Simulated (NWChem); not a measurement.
System: CH5O cation; SMILES C[OH2+]

Computed with NWChem. Structure relaxed at the PBE0/def2-SVP level. Level: PBE/def2-SVP with COSMO at NWChem's default radii, gas-phase geometry; the question gives the dielectric constant. Reactions with the solvent are ignored.

Problem. Predict the results for dielectric constant 1.5. Quantities: electrostatic solvation energy (kcal/mol).

Solution. 
```json
{
 "electrostatic solvation energy (kcal/mol)": "-25.7"
}
```
